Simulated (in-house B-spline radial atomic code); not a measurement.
Configurations of Ru4+, with energies counted from [Kr] 4d4. All numbers are computed (scalar-relativistic (X2C) BHandHLYP, spin-polarised, spherical fractional occupations, exact exchange averaged over the configuration; Fermi nucleus of rms radius 4.4809 fm) with a radial B-spline atomic code at the basis-set limit, not measured. Shells without spins written out take the highest spin.

Occupations are held fixed; configurations that lie above the ionisation limit could autoionise.

| configuration | E - E(ref) (eV) | highest orbital | its <r> (bohr) |
| --- | --- | --- | --- |
| [Kr] 4d3 4f1 | 35.711 | 4f up | 2.625 |
| [Ar] 3d10 4s2 4p5 4d4 5p1 | 64.502 | 5p up | 2.598 |
| [Ar] 3d10 4s2 4p5 4d4 4f1 | 77.271 | 4f up | 2.513 |
| [Ar] 3d10 4s2 4p5 4d4 5f1 | 86.532 | 5f up | 5.003 |
| [Ar] 3d9 4s2 4p6 4d4 5p1 | 307.07 | 5p up | 2.57 |

(1) Order these further configurations by energy, lowest first.
A. [Kr] 4d3 5s1
B. [Ar] 3d9 4s2 4p6 4d4 4f1
C. [Kr] 4d3 5f1
D. [Ar] 3d10 4s2 4p5 4d5
E. [Kr] 4d3 5p1

(2) How far above the reference does [Ar] 3d9 4s2 4p6 4d4 5f1 lie?

Answers

(1) A (14.512 eV), E (22.679 eV), D (40.365 eV), C (44.649 eV), B (320.25 eV).

(2) 329.46 eV; its least bound orbital is 5f up with <r> = 4.954 bohr.
